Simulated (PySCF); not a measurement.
CaCl2, SMILES [Cl][Ca][Cl].

Geometry optimised at B3LYP-D3(BJ)/def2-TZVP. The isomer is the one that the SMILES or the coordinates give; other isomers of the formula were not compared.

Level of theory: B3LYP-D3(BJ)/def2-TZVP (PySCF).

Frequencies are harmonic and unscaled.

Modes within 1.5 cm⁻¹ of each other (mostly degenerate sets) share a row, with their intensities summed.

```csv
mode,ν (cm⁻¹),IR (km/mol),moving atoms (share of kinetic energy)
1–2,22,121.7,"Ca 64 %, Cl 36 %"
3,278,0.0,Cl 100 %
4,421,213.8,"Ca 64 %, Cl 36 %"
```
